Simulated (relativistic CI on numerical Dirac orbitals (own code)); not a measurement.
**Crystal-field levels of Fe³⁺, 3d5**

Calculated by Dirac-Coulomb-Breit CI, orbitals from a KLI potential per configuration, QED by a radiative potential, valence Slater integrals scaled by 0.75, one configuration in a parametric crystal field (own radial code).

Field parameters in Wybourne normalisation: D4h B²₀ = −7Ds, B⁴₀ = 21(Dq − Dt), B⁴₄ = 21√(5/14) Dq. The field is a parameter set, without covalency.

S and J are read from ⟨S²⟩ = S(S + 1) and ⟨J²⟩ = J(J + 1) of each level; they are not fictitious spins.

D4h, 10Dq = 19850, Ds = -1500, Dt = -10 cm⁻¹, the lowest 10 levels:

```json
{"E (cm⁻¹)": "0.0", "Degeneracy": "2", "Irrep": "Γ7", "S": "2.50", "J": "2.50"}
{"E (cm⁻¹)": "0.8", "Degeneracy": "2", "Irrep": "Γ7", "S": "2.50", "J": "2.50"}
{"E (cm⁻¹)": "1.6", "Degeneracy": "2", "Irrep": "Γ6", "S": "2.50", "J": "2.50"}
{"E (cm⁻¹)": "5624", "Degeneracy": "2", "Irrep": "Γ7", "S": "0.54", "J": "4.68"}
{"E (cm⁻¹)": "6242", "Degeneracy": "2", "Irrep": "Γ6", "S": "0.53", "J": "4.43"}
{"E (cm⁻¹)": "9292", "Degeneracy": "2", "Irrep": "Γ7", "S": "1.03", "J": "4.28"}
{"E (cm⁻¹)": "9872", "Degeneracy": "2", "Irrep": "Γ7", "S": "1.48", "J": "3.86"}
{"E (cm⁻¹)": "10037", "Degeneracy": "2", "Irrep": "Γ6", "S": "1.49", "J": "3.53"}
{"E (cm⁻¹)": "10117", "Degeneracy": "2", "Irrep": "Γ6", "S": "1.50", "J": "3.24"}
{"E (cm⁻¹)": "10271", "Degeneracy": "2", "Irrep": "Γ7", "S": "1.16", "J": "4.20"}
```

Principal g values of the ground doublet: 0.52, 0.52, 9.95.

D4h, 10Dq = 19850, Ds = -1090, Dt = -10 cm⁻¹, the lowest 16 levels:

| E (cm⁻¹) | Degeneracy | Irrep | S | J |
| --- | --- | --- | --- | --- |
| 0.0 | 2 | Γ7 | 2.50 | 2.50 |
| 0.5 | 2 | Γ7 | 2.50 | 2.50 |
| 1.1 | 2 | Γ6 | 2.50 | 2.50 |
| 5973 | 2 | Γ7 | 0.54 | 4.69 |
| 6606 | 2 | Γ6 | 0.53 | 4.44 |
| 8907 | 2 | Γ7 | 0.70 | 4.47 |
| 10132 | 2 | Γ7 | 1.48 | 3.85 |
| 10292 | 2 | Γ6 | 1.49 | 3.50 |
| 10328 | 2 | Γ7 | 1.40 | 3.91 |
| 10348 | 2 | Γ6 | 1.50 | 3.27 |
| 10670 | 2 | Γ6 | 1.50 | 3.59 |
| 10708 | 2 | Γ7 | 1.49 | 3.63 |
| 13167 | 2 | Γ6 | 1.50 | 3.70 |
| 13175 | 2 | Γ7 | 1.50 | 3.61 |
| 19209 | 2 | Γ6 | 1.50 | 4.28 |
| 19271 | 2 | Γ6 | 1.50 | 4.01 |

Principal g values of the ground doublet: 0.96, 0.96, 9.82.

D4h, 10Dq = 19850, Ds = -680, Dt = -10 cm⁻¹, the lowest 10 levels:

```json
{"E (cm⁻¹)": "0.0", "Degeneracy": "2", "Irrep": "Γ7", "S": "2.50", "J": "2.50"}
{"E (cm⁻¹)": "0.3", "Degeneracy": "2", "Irrep": "Γ7", "S": "2.50", "J": "2.50"}
{"E (cm⁻¹)": "0.7", "Degeneracy": "2", "Irrep": "Γ6", "S": "2.50", "J": "2.50"}
{"E (cm⁻¹)": "6301", "Degeneracy": "2", "Irrep": "Γ7", "S": "0.55", "J": "4.70"}
{"E (cm⁻¹)": "6962", "Degeneracy": "2", "Irrep": "Γ6", "S": "0.54", "J": "4.45"}
{"E (cm⁻¹)": "8360", "Degeneracy": "2", "Irrep": "Γ7", "S": "0.59", "J": "4.50"}
{"E (cm⁻¹)": "10342", "Degeneracy": "2", "Irrep": "Γ7", "S": "1.49", "J": "3.84"}
{"E (cm⁻¹)": "10481", "Degeneracy": "2", "Irrep": "Γ7", "S": "1.46", "J": "3.79"}
{"E (cm⁻¹)": "10489", "Degeneracy": "2", "Irrep": "Γ6", "S": "1.49", "J": "3.48"}
{"E (cm⁻¹)": "10520", "Degeneracy": "2", "Irrep": "Γ6", "S": "1.50", "J": "3.39"}
```

Principal g values of the ground doublet: 2.04, 2.04, 9.12.

The free-ion ground term has S = 5/2. Every field shown keeps that spin.

Levels of this model without a field, named by their leading LS term (the scale mimics covalency, so terms lie below those of the real free ion): 6S_5/2 0, 4G_11/2 27529, 4G_9/2 27579, 4G_5/2 27591, 4G_7/2 27594, 4P_5/2 31730, 4P_3/2 31818, 4P_1/2 31912 cm⁻¹.
